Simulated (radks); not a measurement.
Question: These are the eigenvalues of the occupied orbitals of an atom or ion with whole-number occupations (Ry). All-electron calculation, scalar-relativistic Kohn-Sham, BLYP, spin-polarised, spherical densities, finite nucleus; Fermi nuclear charge, rms radius of each element as measured or else 0.836 A^(1/3) + 0.57 fm. Program: a radial shooting solver on a logarithmic mesh with Libxc functionals.

1s up: -1494.686
1s down: -1494.683
2s up: -242.9631
2s down: -242.5481
2p up: -221.2598
2p down: -220.9474
3s up: -68.56383
3s down: -68.03244
3p up: -61.43294
3p down: -60.89350
3d up: -50.24673
3d down: -49.62856

Which element is it, and in what charge state? The configuration may be excited. Open shells, if any, are filled with parallel spins first.

Answer: Z = 42, molybdenum, charge +17: Mo17+ in [Ar] 3d7. The list shows which subshells hold electrons but not how many an open one holds; the 1s level, -747.34 hartree, gives Z - s = 38.7 by -(Z - s)^2/2, which with screening and relativity narrows Z to a few neighbours, and the depths of the outer levels then fix element, charge and occupations together.
